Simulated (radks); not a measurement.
The numbers below are computed, except where a source is named.
Q: Species: Cr1.75+. Configuration: [Ar] 4s(up 0.5, down 0.5) 3d(up 2.25, down 1) (fractional occupations, a model configuration). Code: a radial shooting solver on a logarithmic mesh with Libxc functionals. Model: non-relativistic Kohn-Sham, BLYP, spin-polarised, spherical densities, point nucleus. Some entries of the table are withheld. Estimate them.

orbital  occ.  eigenvalue (Ry)  <r> (bohr)  <r^2> (bohr^2)
1s down     1        -430.7092     0.06419        0.005527
1s up       1        -430.7090     0.06419        0.005527
2s up       1        -50.19764      0.2962          0.1036
2s down     1        -50.15798      0.2961          0.1035
2p up       3        -42.93763      0.2611         0.08385
2p down     3        -42.90752      0.2609         0.08373
3s up       1         -7.09378      0.8987          0.9309
3s down     1         -6.99254      0.9001          0.9340
3p up       3         -5.06225         (1)           1.055
3p down     3         -4.96375         (2)           1.061
3d up    2.25         -1.85502       1.155             (3)
3d down     1         -1.76671       1.174             (4)
4s up     0.5         -1.34883       2.655           7.987
4s down   0.5         -1.32609       2.685           8.166

A: 
(1) 3p up <r> (bohr): 0.9472
(2) 3p down <r> (bohr): 0.9498
(3) 3d up <r^2> (bohr^2): 1.699
(4) 3d down <r^2> (bohr^2): 1.764
